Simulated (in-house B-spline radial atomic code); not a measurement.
The numbers below are computed, except where a source is named.
## Ge in an electron gas of r_s = 4: phase shifts, screening and friction

A nucleus sits in a uniform electron gas with a rigid positive background. The Kohn-Sham equations are solved self-consistently in the spin-unpolarised LDA (PW92), non-relativistic, on B-splines with outgoing waves at the boundary and partial waves to l = 8. The model has no lattice, no bands and no magnetic solution. Atomic units; δ_l are the phase shifts at the Fermi level, counted so that each bound state adds π, and good to about 0.0005.

The density parameter is r_s = 4 bohr.

```json
{"l": "0", "δ_l (rad)": "11.0689"}
{"l": "1", "δ_l (rad)": "7.8632"}
{"l": "2", "δ_l (rad)": "3.1199"}
{"l": "3", "δ_l (rad)": "0.0007"}
{"l": "4", "δ_l (rad)": "0.0007"}
{"l": "5", "δ_l (rad)": "0.0001"}
{"l": "6", "δ_l (rad)": "0.0002"}
{"l": "7", "δ_l (rad)": "0.0001"}
{"l": "8", "δ_l (rad)": "0.0002"}
```

Bound levels below the band bottom (hartree): p -43.41, s -5.657, p -3.891, d -0.8139, s -0.158 and deeper ones.

(1) Check the Friedel sum rule, and say where the screening charge sits.

(2) Find the transport cross section and the electronic stopping of a 2 keV Ge ion (mass 72.63 u).

Answers

(1) k_F = (9π/4)^(1/3)/r_s = 0.47979. The rule is Z = (2/π) Σ (2l + 1) δ_l. The terms are s 7.047, p 15.018, d 9.931, f 0.003 and 0.009 beyond, in all 32.008 against Z = 32. Bound states hold 8 s, 12 p, 10 d electrons, so the scattering states carry 2.01 in all; where a term is smaller than its bound count, the bound level has drawn weight out of the band.

(2) σ_tr = (4π/k_F²) Σ (l + 1) sin²(δ_l − δ_(l+1)). The terms for l = 0 to 3 are 0.0041, 1.9981, 0.0015, 0.0000, all together 2.0037, so σ_tr = 54.589 × 2.0037 = 109.381 bohr². With n = 3/(4π r_s³) = 0.00373, the friction coefficient is Q = n k_F σ_tr = 0.1958. For v well below v_F = 0.480, dE/dx = Q v; with 24801 eV per u at v = 1, v = √(2000/(24801 × 72.63)) = 0.0333, so dE/dx = 0.00652 hartree/bohr = 3.35 eV/nm. The largest term couples the p and d waves.
